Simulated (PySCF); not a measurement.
Dipole polarisabilities along the 3d series, charge +2

Calculated with PySCF 2.14 for the ground configurations, without spin-orbit coupling: coupled response for Hartree-Fock and DFT. Mean α in bohr³, C₆ of like pairs in atomic units.

```json
{"species": "Sc(2+) [Ar] 3d1 (aug-cc-pwCVTZ-DK, spin-free X2C)", "α UHF": "4.449", "α PBE": "5.206", "α PBE0": "4.878", "C₆ UHF": "13.39", "C₆ PBE": "15.20", "C₆ PBE0": "14.42"}
{"species": "Ti(2+) [Ar] 3d2 (aug-cc-pwCVTZ-DK, spin-free X2C)", "α UHF": "4.308", "α PBE": "5.299", "α PBE0": "4.907", "C₆ UHF": "13.14", "C₆ PBE": "15.85", "C₆ PBE0": "14.78"}
{"species": "V(2+) [Ar] 3d3 (aug-cc-pwCVTZ-DK, spin-free X2C)", "α UHF": "4.003", "α PBE": "5.028", "α PBE0": "4.636", "C₆ UHF": "12.14", "C₆ PBE": "15.15", "C₆ PBE0": "14.00"}
{"species": "Cr(2+) [Ar] 3d4 (aug-cc-pwCVTZ-DK, spin-free X2C)", "α UHF": "3.670", "α PBE": "4.658", "α PBE0": "4.288", "C₆ UHF": "10.96", "C₆ PBE": "13.98", "C₆ PBE0": "12.85"}
{"species": "Mn(2+) [Ar] 3d5 (aug-cc-pwCVTZ, non-relativistic)", "α UHF": "3.204", "α PBE": "4.093", "α PBE0": "3.768", "C₆ UHF": "9.371", "C₆ PBE": "12.14", "C₆ PBE0": "11.13"}
{"species": "Fe(2+) [Ar] 3d6 (aug-cc-pwCVTZ, non-relativistic)", "α UHF": "3.086", "α PBE": "3.918", "α PBE0": "3.617", "C₆ UHF": "8.830", "C₆ PBE": "11.43", "C₆ PBE0": "10.50"}
{"species": "Co(2+) [Ar] 3d7 (aug-cc-pwCVTZ, non-relativistic)", "α UHF": "2.827", "α PBE": "3.608", "α PBE0": "3.333", "C₆ UHF": "7.947", "C₆ PBE": "10.36", "C₆ PBE0": "9.511"}
{"species": "Ni(2+) [Ar] 3d8 (aug-cc-pwCVTZ, non-relativistic)", "α UHF": "2.572", "α PBE": "3.279", "α PBE0": "3.034", "C₆ UHF": "7.070", "C₆ PBE": "9.193", "C₆ PBE0": "8.462"}
{"species": "Cu(2+) [Ar] 3d9 (aug-cc-pwCVTZ-PP with ECP10MDF, ECP)", "α UHF": "2.388", "α PBE": "3.002", "α PBE0": "2.789", "C₆ UHF": "6.313", "C₆ PBE": "8.066", "C₆ PBE0": "7.464"}
{"species": "Zn(2+) [Ar] 3d10 (aug-cc-pwCVTZ-PP with ECP10MDF, ECP)", "α UHF": "2.149", "α PBE": "2.702", "α PBE0": "2.512", "C₆ UHF": "5.511", "C₆ PBE": "7.026", "C₆ PBE0": "6.513"}
```
